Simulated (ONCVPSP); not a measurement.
# La (Z = 57), ONCV: configuration errors across variants

* Element: La
* Generator: ONCVPSP 4.0.1
* Type: optimised norm-conserving Vanderbilt (ONCV)
* Functional: PBE
* Relativity: fully relativistic
* Frozen core: [Kr] 4d10
* Valence charge: 11
* Reference configuration: 5s2 5p6 5d1 6s2
* Partial waves: 5s+6s: rc 2.45 bohr, ncon 4, nbas 8, qcut 5.2 1/bohr, 2 projectors; 5p: rc 2.25 bohr, ncon 4, nbas 9, qcut 6.6 1/bohr, 2 projectors, debl 1.7 Ha; 5d: rc 2.40 bohr, ncon 5, nbas 9, qcut 4 1/bohr, 2 projectors, debl 1.1 Ha; f scattering state at 0.17 Ha: rc 2.10 bohr, ncon 4, nbas 8, qcut 6.2 1/bohr, 2 projectors, debl 3.1 Ha
* Local potential: polynomial inside 1.60 bohr (lpopt 5, dvloc0 2 Ha)
* Core correction: polynomial model core, fcfact 0.7

Open shells are filled in proportion to 2j + 1.

In the f channel the program set the typed energies aside and used -0.155, 2.945 Ha (j = l + 1/2; the other j can differ).

All-electron excitation energies from the reference (eV): (1) 5s2 5p6 5d1 6s1 5.966; (2) 5s2 5p6 5d1 6s0 16.852; (3) 5s2 5p6 5d0 6s0 35.790; (4) 5s2 5p6 5d2 6s1 0.796.

3 further variants failed, have other tests or another functional or relativity, and are left out.

A true bound ghost makes a file unfit for plane-wave use even where its test errors are small: the radial tests pick states by their node count and pass the ghost by.

Errors AE − PS in meV (a dash: test not solved or not reliable):

| change | (1) | (2) | (3) | (4) | bound ghosts | GHOST(+) flags above zero |
| --- | --- | --- | --- | --- | --- | --- |
| base | -0.6 | -4.2 | +1.9 | -4.2 | none | s |
| core correction polynomial model core, fcfact 1.16 | -0.6 | -4.2 | +1.9 | -4.2 | none | s |
| d: rc 3.44 | -0.6 | -4.5 | +6.1 | -2.9 | none | s |
| local potential polynomial inside 2.10 bohr (lpopt 5, dvloc0 4 Ha) | -0.6 | -4.2 | +1.9 | -4.2 | p3/2 | p1/2 |
| all radii but the core radius scaled by about 1.31 (s 3.20, p 2.94, d 3.14, f 2.74 bohr); local potential polynomial inside 2.10 bohr (lpopt 5, dvloc0 2 Ha) | -1.0 | -6.5 | +10 | -6.4 | none | none |
| s: qcut 4.5; p: qcut 5.7; d: qcut 3.5; f: qcut 5.4 | -0.8 | -5.5 | +2.1 | -5.3 | none | s |
| p: rc 2.2 | -0.6 | -4.2 | +1.7 | -4.1 | none | s |

Problem. Give the same row for: core correction Teter function, fcfact 2.25, rcfact 1.15.

Solution. -0.5, -3.0, +4.1, -3.8; bound ghosts: none; GHOST(+) flags above zero: s.
